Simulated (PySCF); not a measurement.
Two species compared at the same levels of theory.

First species: C₆H₈OSSi.
Geometry (GFN2-xTB, Å), atoms numbered from 1 in this order:
```
atom  x, y, z in Å
C1     2.6325    0.2481    0.7576
C2     3.0218   -0.4558   -0.3318
S3     1.7222   -0.6956   -1.4415
C4     0.6323    0.1718   -0.4053
C5    -0.7963    0.3040   -0.7711
O6    -1.4732    1.2938    0.0141
C7    -2.4008    0.5196    0.7880
Si8   -1.9629   -1.1078   -0.1268
C9     1.2632    0.6004    0.7208
H10    3.2918    0.5091    1.5663
H11    3.9891   -0.8528   -0.5664
H12   -0.8878    0.5516   -1.8351
H13   -2.1422    0.5700    1.8507
H14   -3.4094    0.9236    0.6670
H15   -2.9422   -1.5863   -1.0969
H16   -1.3116   -2.1484    0.6610
H17    0.7666    1.1665    1.4877
```

Second species: C5H9FO2Si.
Numbering: `[CH3:1][CH2:2][O:3][SiH2:4]/[C:5]([F:6])=[CH:7]\[CH:8]=[O:9]` (hydrogens: H10, H11, H12 on C1; H13, H14 on C2; H15, H16 on Si4; H17 on C7; H18 on C8)

Cartesian coordinates in Å at the GFN2-xTB level; atoms count from 1:
```xyz
18
C5H9FO2Si angstrom
C      2.1489    0.6069    1.3156
C      1.8788    0.7746   -0.1706
O      0.6958    0.0946   -0.5067
Si    -0.1307    0.0417   -1.8865
C     -1.6306   -1.0495   -1.4650
F     -1.9545   -1.8481   -2.5056
C     -2.4118   -1.1334   -0.3841
C     -2.2168   -0.3129    0.8004
O     -2.8829   -0.3880    1.8032
H      2.2211   -0.4493    1.5608
H      3.0800    1.0994    1.5811
H      1.3387    1.0408    1.8956
H      1.7730    1.8348   -0.4265
H      2.7066    0.3649   -0.7601
H     -0.5994    1.3619   -2.3201
H      0.6062   -0.6146   -2.9659
H     -3.2387   -1.8335   -0.3572
H     -1.3926    0.4160    0.7134
```

Levels: PBE0/pcSseg-1 for dipole moment, HOMO energy, LUMO energy and HOMO–LUMO gap; GFN2-xTB for rotational constant A and rotational constant C. Geometries: GFN2-xTB. Each structure is a single optimised conformer of the isolated species, non-relativistic unless stated. Electronic properties by PySCF.

The conformers computed, where there is a choice (atom-mapped SMILES and torsion angles):
- `[cH:1]1[cH:2][s:3][c:4]([C@@H:5]2[O:6][CH2:7][SiH2:8]2)[cH:9]1`: S3–C4–C5–O6 -166°
- `[CH3:1][CH2:2][O:3][SiH2:4]/[C:5]([F:6])=[CH:7]\[CH:8]=[O:9]`: C1–C2–O3–Si4 174°, C2–O3–Si4–C5 -178°, O3–Si4–C5–F6 -142°, C5–C7–C8–O9 -178°

| property | column X | column Y |
| --- | --- | --- |
| dipole moment | 2.12 D | 4.42 D |
| HOMO energy | -6.33 eV | -7.38 eV |
| LUMO energy | -0.64 eV | -1.89 eV |
| HOMO–LUMO gap | 5.69 eV | 5.49 eV |
| rotational constant A | 2.630 GHz | 1.472 GHz |
| rotational constant C | 0.692 GHz | 0.599 GHz |

**Question.** Which column belongs to which species?

**Answer.** Column X is the first species and column Y the second. The first has 17 atoms and 82 electrons, the second 18 and 78.

**Question.** How does each property change from the first species to the second?

**Answer.** dipole moment +2.30 D; HOMO energy -1.05 eV; LUMO energy -1.25 eV; HOMO–LUMO gap -0.20 eV; rotational constant A -1.158 GHz; rotational constant C -0.093 GHz.

On the first: The dipole equals about 7.1 × 10⁻³⁰ C·m (1 D = 3.33564 × 10⁻³⁰ C·m). A dipole of 2.12 D is allowed in C1, and pure rotational transitions are dipole-allowed.

On the second: The dipole matches unit charges of opposite sign 0.92 Å apart (1 e·Å = 4.8032 D). GFN2-xTB frequencies show an imaginary mode (22i cm⁻¹), so this geometry is no minimum at that level.
